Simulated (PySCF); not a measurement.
## Polarisability and C₆ of Pt²⁺ (platinum, charge +2)

[Xe] 4f14 5d7 6s1, high-spin 5F determinant (an excited configuration). Calculation: PySCF 2.14, in aug-cc-pVTZ-PP with ECP60MDF (6s6p5d3f2g, 88 functions); a scalar-relativistic core potential. Coupled (time-dependent) response in atomic units; α is the mean over directions.

| method | mean α (bohr³) | C₆ (like pair) | S(−4) |
| --- | --- | --- | --- |
| UHF | 18.44 | 121.6 | 155.2 |
| PBE | 15.25 | 103.3 | 81.62 |
| PBE0 | 15.75 | 105.8 | 92.26 |

S(−4) is the Cauchy moment in α(ω) = α(0) + S(−4) ω² + …

Spin-orbit coupling is absent.

α(iu) at PBE0:

```json
{"u (hartree)": "0", "α(iu) (bohr³)": "15.75"}
{"u (hartree)": "0.0500", "α(iu) (bohr³)": "15.53"}
{"u (hartree)": "0.100", "α(iu) (bohr³)": "14.91"}
{"u (hartree)": "0.200", "α(iu) (bohr³)": "13.03"}
{"u (hartree)": "0.300", "α(iu) (bohr³)": "11.08"}
{"u (hartree)": "0.500", "α(iu) (bohr³)": "8.161"}
{"u (hartree)": "0.750", "α(iu) (bohr³)": "5.978"}
{"u (hartree)": "1.00", "α(iu) (bohr³)": "4.633"}
{"u (hartree)": "1.50", "α(iu) (bohr³)": "3.058"}
{"u (hartree)": "2.00", "α(iu) (bohr³)": "2.171"}
{"u (hartree)": "3.00", "α(iu) (bohr³)": "1.244"}
{"u (hartree)": "5.00", "α(iu) (bohr³)": "0.5486"}
```

A single London oscillator, α(iu) = α/(1 + u²/ω²), gives C₆ = (3/4) ω α². Matching the computed C₆ needs ω = 4 × 105.8 / (3 × 15.75²) = 0.569 hartree.

For an ion, C₆ is the dispersion term alone; charge-induced terms of lower order in 1/R come first.

Energies and moments cover only the electrons outside the core potential. Spin-orbit coupling, absent here, splits the open shell strongly.
